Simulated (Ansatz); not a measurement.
Consider the formal exchange of groups at a B–O bond: `COB(C)N` + `N#C[SiH3]` → `CB(N)[SiH2]C#N` + CH₃OH.

Gas-phase electronic energies from Ansatz, PBE0-D4/def2-TZVP geometries. CCSD(T)/CBS is the MP2 limit (def2-TZVPP, def2-QZVPP) plus CCSD(T) − MP2 in def2-TZVPP, frozen cores. This one scheme is used for every species. DFT in def2-TZVPP. B3LYP here is the variant with VWN-RPA as its local correlation; programs differ in this. One conformer a species, not always the lowest.

| level | ΔE (kJ/mol) | difference from CCSD(T)/CBS |
| --- | --- | --- |
| PBE-D4 | 105.5 | -15.5 |
| r2SCAN-D4 | 121.0 | 0.0 |
| PBE0-D4 | 111.3 | -9.7 |
| B3LYP-D4 | 122.1 | 1.1 |
| ωB97X-V | 122.0 | 1.0 |
| ωB97M-V | 125.4 | 4.4 |
| B2PLYP | 126.6 | 5.6 |
| PBE | 107.0 | -14.0 |
| r2SCAN | 121.6 | 0.6 |
| PBE0 | 112.9 | -8.1 |
| B3LYP | 124.5 | 3.5 |
| HF/def2-TZVPP | 142.6 | 21.6 |
| MP2/def2-TZVPP | 126.5 | 5.5 |
| SCS-MP2/def2-TZVPP | 128.7 | 7.7 |
| CCSD/def2-TZVPP | 125.9 | 4.9 |
| CCSD(T)/def2-TZVPP | 123.2 | 2.2 |
| HF/def2-QZVPP | 143.2 | 22.2 |
| MP2/def2-QZVPP | 125.5 | 4.5 |
| SCS-MP2/def2-QZVPP | 127.7 | 6.7 |
| HF/CBS(def2) | 143.3 | 22.3 |
| MP2/CBS(def2) | 124.3 | 3.3 |
| CCSD/CBS(def2) | 123.7 | 2.7 |
| CCSD(T)/CBS | 121.0 | 0 |

Largest T1 diagnostic among the species: 0.013.

In def2-TZVPP, CCSD(T) changes the Hartree–Fock value by −19.4 kJ/mol (the triples alone add −2.7 kJ/mol) and MP2 by −16.1 kJ/mol. From PBE to PBE0 (25 % exact exchange), in def2-TZVPP and without D4, ΔE moves by +5.9 kJ/mol.
